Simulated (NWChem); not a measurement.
Molecule: C₃H₉BeN; SMILES [Be]([CH](C)C)[NH2]

```xyz
14

Be     0.0161     1.0857    -0.1475
C      0.0100    -0.6001    -0.4055
C     -1.2769    -1.2670     0.1335
C      1.2574    -1.3101     0.1649
H      0.0171    -0.7585    -1.4977
H     -1.2885    -2.3487    -0.0728
H     -1.3679    -1.1537     1.2225
H     -2.1853    -0.8434    -0.3144
H      2.1903    -0.9189    -0.2615
H      1.2372    -2.3924    -0.0383
H      1.3268    -1.1934     1.2549
N      0.0077     2.5746     0.0840
H     -0.7464     3.0960     0.5147
H      0.7557     3.2111    -0.1635
```
Atoms are numbered in this order, from 1.

Program: NWChem. Pople sets run with spherical d functions. Medium grid unless said otherwise, to which SCAN and Minnesota functionals are sensitive. Coordinates come from a B3LYP/6-31G* (spherical d) optimisation. Hybrids' shares of exact exchange are those that their runs print; pure functionals count as 0. The functionals differ in more than this share.

| row | share of exact exchange | orbital gap (eV) |
|---|---|---|
| PBE/6-31G* | 0.00 | 5.49 |
| M06-L/6-31G* | 0.00 | 6.45 |
| B3LYP/6-31G* | 0.20 | 7.29 |
| PW6B95/6-31G* | 0.28 | 7.87 |
| BHandHLYP/6-31G* | 0.50 | 9.97 |
| M06-2X/6-31G* | 0.54 | withheld |

Question: Fit a straight line of the last column on the one before it, predict the withheld value, and compare with the run.

Answer: 
1. Means of the 5 shown rows: x = 0.196, y = 7.414. Slope Σ(x − x̄)(y − ȳ)/Σ(x − x̄)² = 1.381/0.1763 = 7.832; intercept 5.879.
2. The shown rows scatter about the line by 0.339 (root mean square); the largest residual is +0.57, at M06-L/6-31G*.
3. At x = 0.54 (M06-2X/6-31G*; beyond the shown range) the line gives 10.11.
4. The run gives 9.59, -0.52 from the line, 1.5 times the scatter.
